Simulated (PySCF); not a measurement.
C₂H₃, SMILES [CH][CH2+] (connectivity only; charge and spin as stated), charge +1, multiplicity 1.

Geometry: B3LYP-D3(BJ)/def2-TZVP.

Computed with TDA-LC-ωPBE/def2-TZVPD (PySCF).

Vertical excitations.  State labels are in the subgroup C2v.

| state | symmetry | energy (eV) | λ (nm) | f | main pairs |
|---|---|---|---|---|---|
| S1 | A2 | 3.22 | 385 | 0.000 | HOMO→LUMO 99 % |
| S2 | A1 | 7.84 | 158 | 0.000 | HOMO−1→LUMO 57 %, HOMO→LUMO+1 42 % |
| S3 | B2 | 8.62 | 144 | 0.005 | HOMO−2→LUMO 93 % |
| S4 | A2 | 10.84 | 114 | 0.000 | HOMO−1→LUMO+1 98 % |
| S5 | B1 | 11.35 | 109 | 0.081 | HOMO→LUMO+2 61 %, HOMO→LUMO+3 20 % |
| S6 | B1 | 11.83 | 105 | 0.004 | HOMO−2→LUMO+1 78 %, HOMO→LUMO+2 14 % |
| S7 | A1 | 11.84 | 105 | 1.150 | HOMO→LUMO+1 50 %, HOMO−1→LUMO 38 % |
| S8 | B1 | 12.00 | 103 | 0.013 | HOMO→LUMO+3 58 %, HOMO→LUMO+2 16 %, HOMO−2→LUMO+1 13 % |
| S9 | B2 | 12.49 | 99 | 0.104 | HOMO−3→LUMO 87 % |
| S10 | A2 | 13.10 | 95 | 0.000 | HOMO→LUMO+5 93 % |
| T1 | A2 | 2.37 | 524 | 0 | HOMO→LUMO 99 % |
| T2 | A1 | 5.32 | 233 | 0 | HOMO→LUMO+1 96 % |
| T3 | A1 | 6.71 | 185 | 0 | HOMO−1→LUMO 98 % |
| T4 | B2 | 7.29 | 170 | 0 | HOMO−2→LUMO 94 % |
Triplets are in the Tamm–Dancoff approximation.
